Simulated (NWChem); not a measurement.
Program: NWChem. System: diselenium (Se₂), charge 0, spin multiplicity 3, at a geometry optimised with UPBE/def2-SVP. Its SCF solution wasn't tested for a lower state. Level: UMP2/def2-QZVP, 18 core orbitals frozen.

Input file:

```
start mol
memory heap 200 mb stack 900 mb global 1100 mb
geometry units angstroms nocenter noautoz
  Se     0.000000     0.000000     1.099718
  Se     0.000000     0.000000    -1.099718
  symmetry group D2h
end
basis spherical
  * library def2-qzvp
end
scf
  uhf
  nopen 2
  maxiter 100
  thresh 1e-7
  semidirect memsize 60000000 filesize 0
  # guess.movecs holds the orbitals of an unrestricted PBE0 run
  vectors input guess.movecs output mol.movecs
end
mp2
  freeze core 18
end
task mp2 energy
```

NWChem printed:

```
             Northwest Computational Chemistry Package (NWChem) 7.3.0
             --------------------------------------------------------

                                NWChem Input Module
                                -------------------

 Scaling coordinates for geometry "geometry" by  1.889725989
 (inverse scale =  0.529177249)

 Turning off AUTOSYM since
 SYMMETRY directive was detected!

                             Geometry "geometry" -> ""
                             -------------------------

 Output coordinates in angstroms (scale by  1.889725989 to convert to a.u.)

  No.       Tag          Charge          X              Y              Z
 ---- ---------------- ---------- -------------- -------------- --------------
    1 Se                  34.0000     0.00000000     0.00000000     1.09971800
    2 Se                  34.0000     0.00000000     0.00000000    -1.09971800

 Effective nuclear repulsion energy (a.u.)     278.1298932288

            Nuclear Dipole moment (a.u.)
            ----------------------------
        X                 Y               Z
 ---------------- ---------------- ----------------
     0.0000000000     0.0000000000     0.0000000000

      Symmetry information
      --------------------

 Group name             D2h
 Group number             26
 Group order               8
 No. of unique centers     1

      Symmetry unique atoms

     1


 Summary of "ao basis" -> "" (spherical)
 ------------------------------------------------------------------------------
       Tag                 Description            Shells   Functions and Types
 ---------------- ------------------------------  ------  ---------------------
 *                         def2-qzvp                  on all atoms

 Summary of "ao basis" -> "ao basis" (spherical)
 ------------------------------------------------------------------------------
       Tag                 Description            Shells   Functions and Types
 ---------------- ------------------------------  ------  ---------------------
 Se                        def2-qzvp                25       75   11s7p4d2f1g

                                 NWChem SCF Module
                                 -----------------

  ao basis        = "ao basis"
  functions       =   150
  atoms           =     2
  alpha electrons =    35
  beta  electrons =    33
  charge          =   0.00
  wavefunction    = UHF
  use symmetry    = T
  symmetry adapt  = T

 Summary of "ao basis" -> "ao basis" (spherical)
 ------------------------------------------------------------------------------
       Tag                 Description            Shells   Functions and Types
 ---------------- ------------------------------  ------  ---------------------
 Se                        def2-qzvp                25       75   11s7p4d2f1g

      Symmetry analysis of basis
      --------------------------

        ag         33
        au          8
        b1g         8
        b1u        33
        b2g        17
        b2u        17
        b3g        17
        b3u        17

 Forming initial guess at       0.5s

   Symmetry analysis of molecular orbitals - initial alpha
   -------------------------------------------------------

  Numbering of irreducible representations:

     1 ag          2 au          3 b1g         4 b1u         5 b2g
     6 b2u         7 b3g         8 b3u

  Orbital symmetries:

     1 b1u         2 ag          3 ag          4 b1u         5 b2g
     6 b3g         7 b2u         8 b3u         9 ag         10 b1u
    11 ag         12 b1u        13 ag         14 b1u        15 b2u
    16 b3u        17 b3g        18 b2g        19 ag         20 b3u
    21 b2u        22 b2g        23 b3g        24 b1u        25 ag
    26 b1g        27 b1u        28 au         29 ag         30 b1u
    31 ag         32 b3u        33 b2u        34 b2g        35 b3g
    36 b1u        37 ag         38 b1u        39 b3u        40 b2u
    41 ag         42 b3g        43 b2g        44 ag         45 b1g

   Symmetry analysis of molecular orbitals - initial beta
   ------------------------------------------------------

  Numbering of irreducible representations:

     1 ag          2 au          3 b1g         4 b1u         5 b2g
     6 b2u         7 b3g         8 b3u

  Orbital symmetries:

     1 ag          2 b1u         3 ag          4 b1u         5 ag
     6 b1u         7 b3g         8 b2g         9 b3u        10 b2u
    11 ag         12 b1u        13 ag         14 b1u        15 b3u
    16 b2u        17 b3g        18 b2g        19 ag         20 b3u
    21 b2u        22 b1u        23 b3g        24 b2g        25 ag
    26 b1g        27 b1u        28 au         29 ag         30 b1u
    31 ag         32 b3u        33 b2u        34 b3g        35 b2g
    36 b1u        37 ag         38 b1u        39 b3u        40 b2u
    41 ag         42 b3g        43 b2g        44 ag         45 b1g

 Starting SCF solution at       0.6s

 ----------------------------------------------
         Quadratically convergent UHF

 Convergence threshold     :          1.000E-07
 Maximum no. of iterations :          100
 Integral*density screening:          1.000E-09
 ----------------------------------------------

              iter       energy          gnorm     gmax       time
             ----- ------------------- --------- --------- --------
                 1    -4799.7727417929  2.75D+00  8.05D-01     15.5
                 2    -4799.7936809479  9.75D-01  2.90D-01     16.0
                 3    -4799.7984148207  8.07D-01  2.43D-01     16.2
                 4    -4799.7996842210  2.52D-02  4.46D-03     16.4
[...]
              MO Center=  2.0D-14, -2.5D-14,  6.9D-17, r^2= 2.6D+00
   Bfn.  Coefficient  Atom+Function         Bfn.  Coefficient  Atom+Function
  ----- ------------  ---------------      ----- ------------  ---------------
    27      0.315297  1 Se px               102      0.315297  2 Se px
    24      0.213411  1 Se px                99      0.213411  2 Se px
    30      0.167076  1 Se px               105      0.167076  2 Se px

 Vector   33  Occ=1.000000D+00  E=-3.611754D-01  Symmetry=b2u
              MO Center=  1.4D-14,  3.2D-15, -1.3D-16, r^2= 2.6D+00
   Bfn.  Coefficient  Atom+Function         Bfn.  Coefficient  Atom+Function
  ----- ------------  ---------------      ----- ------------  ---------------
    28      0.315297  1 Se py               103      0.315297  2 Se py
    25      0.213411  1 Se py               100      0.213411  2 Se py
    31      0.167076  1 Se py               106      0.167076  2 Se py

 Vector   34  Occ=0.000000D+00  E=-1.519298D-02  Symmetry=b3g
              MO Center= -7.1D-15,  1.4D-15, -2.8D-16, r^2= 4.0D+00
   Bfn.  Coefficient  Atom+Function         Bfn.  Coefficient  Atom+Function
  ----- ------------  ---------------      ----- ------------  ---------------
    31      0.453585  1 Se py               106     -0.453585  2 Se py
    28      0.290402  1 Se py               103     -0.290402  2 Se py
    25      0.246908  1 Se py               100     -0.246908  2 Se py

 Vector   35  Occ=0.000000D+00  E=-1.519298D-02  Symmetry=b2g
              MO Center= -5.0D-17, -2.4D-18, -2.3D-16, r^2= 4.0D+00
   Bfn.  Coefficient  Atom+Function         Bfn.  Coefficient  Atom+Function
  ----- ------------  ---------------      ----- ------------  ---------------
    30      0.453585  1 Se px               105     -0.453585  2 Se px
    27      0.290402  1 Se px               102     -0.290402  2 Se px
    24      0.246908  1 Se px                99     -0.246908  2 Se px

 Vector   36  Occ=0.000000D+00  E= 8.693797D-02  Symmetry=b1u
              MO Center= -1.2D-14,  8.1D-15, -2.6D-13, r^2= 7.9D+00
   Bfn.  Coefficient  Atom+Function         Bfn.  Coefficient  Atom+Function
  ----- ------------  ---------------      ----- ------------  ---------------
    11      2.207602  1 Se s                 86     -2.207602  2 Se s
    32     -1.495803  1 Se pz               107     -1.495803  2 Se pz
    29     -0.849790  1 Se pz               104     -0.849790  2 Se pz
    50      0.406641  1 Se d  0             125     -0.406641  2 Se d  0

 center of mass
 --------------
 x =   0.00000000 y =   0.00000000 z =   0.00000000

 moments of inertia (a.u.)
 ------------------
         681.660385425285           0.000000000000           0.000000000000
           0.000000000000         681.660385425285           0.000000000000
           0.000000000000           0.000000000000           0.000000000000

  Mulliken analysis of the total density
  --------------------------------------

    Atom       Charge   Shell Charges
 -----------   ------   -------------------------------------------------------
    1 Se  34    34.00   1.83 -0.03  0.19  0.84  1.00  0.24  1.09  0.79  0.45  1.10  0.43  6.00  3.21  2.29  0.57  1.20  2.06  0.64  8.38  1.44  0.21  0.08  0.02  0.00  0.00
    2 Se  34    34.00   1.83 -0.03  0.19  0.84  1.00  0.24  1.09  0.79  0.45  1.10  0.43  6.00  3.21  2.29  0.57  1.20  2.06  0.64  8.38  1.44  0.21  0.08  0.02  0.00  0.00

  Mulliken analysis of the alpha density
  --------------------------------------

    Atom       Charge   Shell Charges
 -----------   ------   -------------------------------------------------------
    1 Se  34    17.50   0.91 -0.02  0.09  0.42  0.50  0.12  0.54  0.39  0.22  0.57  0.20  3.00  1.62  1.14  0.28  0.80  1.30  0.34  4.19  0.72  0.11  0.03  0.01  0.00  0.00
    2 Se  34    17.50   0.91 -0.02  0.09  0.42  0.50  0.12  0.54  0.39  0.22  0.57  0.20  3.00  1.62  1.14  0.28  0.80  1.30  0.34  4.19  0.72  0.11  0.03  0.01  0.00  0.00

   Mulliken analysis of the beta density
   -------------------------------------

    Atom       Charge   Shell Charges
 -----------   ------   -------------------------------------------------------
    1 Se  34    16.50   0.91 -0.02  0.09  0.42  0.50  0.12  0.54  0.40  0.23  0.53  0.22  3.00  1.59  1.15  0.28  0.41  0.76  0.29  4.20  0.72  0.10  0.05  0.01  0.00  0.00
    2 Se  34    16.50   0.91 -0.02  0.09  0.42  0.50  0.12  0.54  0.40  0.23  0.53  0.22  3.00  1.59  1.15  0.28  0.41  0.76  0.29  4.20  0.72  0.10  0.05  0.01  0.00  0.00

   Mulliken analysis of the spin density
   -------------------------------------

    Atom       Charge   Shell Charges
 -----------   ------   -------------------------------------------------------
    1 Se  34     1.00  -0.00 -0.00  0.00  0.00 -0.00  0.00  0.00 -0.00 -0.01  0.05 -0.02  0.00  0.03 -0.01  0.00  0.39  0.54  0.05 -0.01  0.00  0.01 -0.02 -0.00 -0.00  0.00
    2 Se  34     1.00  -0.00 -0.00  0.00  0.00 -0.00  0.00  0.00 -0.00 -0.01  0.05 -0.02  0.00  0.03 -0.01  0.00  0.39  0.54  0.05 -0.01  0.00  0.01 -0.02 -0.00 -0.00  0.00

       Multipole analysis of the density wrt the origin
       ------------------------------------------------

     L   x y z        total         alpha         beta         nuclear
     -   - - -        -----         -----         ----         -------
     0   0 0 0     -0.000000    -35.000000    -33.000000     68.000000

     1   1 0 0      0.000000      0.000000     -0.000000      0.000000
     1   0 1 0     -0.000000     -0.000000      0.000000      0.000000
     1   0 0 1     -0.000000     -0.000000      0.000000      0.000000

     2   2 0 0    -27.722911    -15.961194    -11.761718      0.000000
     2   1 1 0     -0.000000     -0.000000     -0.000000      0.000000
     2   1 0 1     -0.000000     -0.000000     -0.000000      0.000000
     2   0 2 0    -27.722911    -15.961194    -11.761718      0.000000
     2   0 1 1      0.000000      0.000000     -0.000000      0.000000
     2   0 0 2    -25.187283   -166.422395   -152.441426    293.676538

                   NWChem MP2 Semi-direct Energy/Gradient Module
                   ---------------------------------------------

  Basis functions       =    150
  Molecular orbitals    =    150
  Frozen core           =     18
  Frozen virtuals       =      0
  Active alpha occupied =     17
  Active beta occupied  =     15
  Active alpha virtual  =    115
  Active beta virtual   =    117
  Use MO symmetry       = T
  Use skeleton AO sym   = T

  AO/Fock/Back tols     =   1.0D-09  1.0D-09  1.0D-09

 GA uses MA = F    GA memory limited = T

 Available:
  local mem=  1.26D+08
 global mem=  1.44D+08
 local disk=  0.00D+00
  mp2_memr nvloc                   115
  nvloc new                   115
   1 passes of  17:        7340032                     207422                  72730104.
   1 passes of  17: M    126149201           G      144134200           F     118809169.

 Semi-direct pass number   1 of   1  for UHF alpha       at       19.7s
  vrange nnbf                 10936
  mp2_eaftype                   277  avail_ma_in_mb                  1099
 EAF : mp2_eaftype filesize         277   36365052.
  mp2_eaf for mointskh                    277
Node 0 wrote    171.0 Mb in      0.1 s     Agg I/O rate:  1188.1 Mb/s
 Done moints_semi at       72.5s
  mp2_eaftype                   277  avail_ma_in_mb                   822
 EAF : mp2_eaftype filesize         277   36365052.
  mp2_eaf for kh                   277
 Done maket at       73.6s
 Done multipass loop at       73.6s

 GA uses MA = F    GA memory limited = T

 Available:
  local mem=  1.26D+08
 global mem=  1.44D+08
 local disk=  0.00D+00
  mp2_memr nvloc                   117
  nvloc new                   117
   1 passes of  15:        7340032                     190898                  65293624.
   1 passes of  15: M    126149201           G      144134200           F     118809169.

 Semi-direct pass number   1 of   1  for UHF beta        at       74.0s
  vrange nnbf                 10936
  mp2_eaftype                   249  avail_ma_in_mb                  1099
 EAF : mp2_eaftype filesize         249   32646812.
  mp2_eaf for mointskh                    249
Node 0 wrote    153.5 Mb in      0.1 s     Agg I/O rate:  2186.0 Mb/s
 Done moints_semi at      125.7s
  mp2_eaftype                   249  avail_ma_in_mb                   850
 EAF : mp2_eaftype filesize         249   32646812.
  mp2_eaf for kh                   249
 Done maket at      126.6s
 Done multipass loop at      126.6s

          -------------------------------------------
          SCF energy               -4799.799808246366
          Correlation energy          -0.647006570055
          Singlet pairs                0.000000000000
          Triplet pairs                0.000000000000
          Total MP2 energy         -4800.446814816421
          -------------------------------------------

          ---------------------------------------------------
                    Spin Component Scaled (SCS) MP2
          Same spin pairs                     -0.208091115053
          Same spin scaling factor             0.333333333333
          Opposite spin pairs                 -0.438915455002
          Opposite spin scaling fact.          1.200000000000
          SCS-MP2 correlation energy          -0.596062251020
          Total SCS-MP2 energy             -4800.395870497387
          ---------------------------------------------------

 -----------------------
 Performance information
 -----------------------

 Timer overhead =  2.62D-07 seconds/call

               Nr. of calls         CPU time (s)                 Wall time (s)                GFlops
             ---------------    -------------------     ------------------------------   -------------------
Name         Min   Avg   Max    Min     Avg     Max     Min     Avg     Max   Mx/calls   Min     Max     Sum
mp2: moin     2     2     2   1.05E+2 1.05E+2 1.05E+2  1.05E+2 1.05E+2 1.05E+2  52.      0.0     0.0     0.0
mp2: make     2     2     2    2.0     2.0     2.0      2.0     2.0     2.0     1.0      0.0     0.0     0.0
mp2: tota     1     1     1   1.07E+2 1.07E+2 1.07E+2  1.07E+2 1.07E+2 1.07E+2 1.07E+2   0.0     0.0     0.0

 The average no. of pstat calls per process was 5.00D+00
 with a timing overhead of 1.31D-06s

 Task  times  cpu:      126.6s     wall:      126.6s

 Total times  cpu:      126.6s     wall:      126.6s
```
